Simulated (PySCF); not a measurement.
Zr(OEt)(H)3 (C2H8OZr), SMILES CC[O][ZrH3], multiplicity 1.

The structure is a stationary point at B3LYP-D3(BJ)/def2-SVP. The spin state was assumed, not searched. The def2 effective core potentials stand for the cores of Zr; spin–orbit coupling is left out. The values are those of a single conformer.

Calculation: TDDFT-PBE/def2-SVPD run with PySCF.

Vertical excitations. Isolated molecule, no solvent. State labels are in the subgroup Cs.

```json
[
 {"state": "S1", "symmetry": "A\"", "energy (eV)": "3.98", "λ (nm)": "312", "f": "0.000", "main pairs": "HOMO−1→LUMO 55 %, HOMO→LUMO+1 45 %"},
 {"state": "S2", "symmetry": "A'", "energy (eV)": "4.05", "λ (nm)": "306", "f": "0.001", "main pairs": "HOMO→LUMO 56 %, HOMO−1→LUMO+1 43 %"},
 {"state": "S3", "symmetry": "A\"", "energy (eV)": "4.05", "λ (nm)": "306", "f": "0.001", "main pairs": "HOMO→LUMO+1 54 %, HOMO−1→LUMO 45 %"},
 {"state": "S4", "symmetry": "A'", "energy (eV)": "4.26", "λ (nm)": "291", "f": "0.006", "main pairs": "HOMO−1→LUMO+1 54 %, HOMO→LUMO 41 %"},
 {"state": "S5", "symmetry": "A'", "energy (eV)": "4.67", "λ (nm)": "265", "f": "0.000", "main pairs": "HOMO→LUMO+2 78 %, HOMO−2→LUMO 21 %"},
 {"state": "S6", "symmetry": "A\"", "energy (eV)": "4.68", "λ (nm)": "265", "f": "0.000", "main pairs": "HOMO−1→LUMO+2 78 %, HOMO−2→LUMO+1 21 %"},
 {"state": "S7", "symmetry": "A'", "energy (eV)": "4.98", "λ (nm)": "249", "f": "0.040", "main pairs": "HOMO−2→LUMO 74 %, HOMO→LUMO+2 19 %"},
 {"state": "S8", "symmetry": "A\"", "energy (eV)": "4.99", "λ (nm)": "249", "f": "0.038", "main pairs": "HOMO−2→LUMO+1 72 %, HOMO−1→LUMO+2 18 %"},
 {"state": "S9", "symmetry": "A\"", "energy (eV)": "5.13", "λ (nm)": "242", "f": "0.002", "main pairs": "HOMO−3→LUMO 86 %"},
 {"state": "S10", "symmetry": "A'", "energy (eV)": "5.23", "λ (nm)": "237", "f": "0.007", "main pairs": "HOMO−3→LUMO+1 68 %, HOMO−4→LUMO 17 %"},
 {"state": "T1", "symmetry": "A'", "energy (eV)": "3.63", "λ (nm)": "342", "f": "0", "main pairs": "HOMO→LUMO 89 %"},
 {"state": "T2", "symmetry": "A\"", "energy (eV)": "3.63", "λ (nm)": "341", "f": "0", "main pairs": "HOMO−1→LUMO 71 %, HOMO→LUMO+1 28 %"},
 {"state": "T3", "symmetry": "A\"", "energy (eV)": "3.65", "λ (nm)": "340", "f": "0", "main pairs": "HOMO→LUMO+1 72 %, HOMO−1→LUMO 28 %"},
 {"state": "T4", "symmetry": "A'", "energy (eV)": "3.66", "λ (nm)": "339", "f": "0", "main pairs": "HOMO−1→LUMO+1 89 %"}
]
```
Triplets are in the Tamm–Dancoff approximation, which puts them higher than full response would, so one can lie above its singlet here.
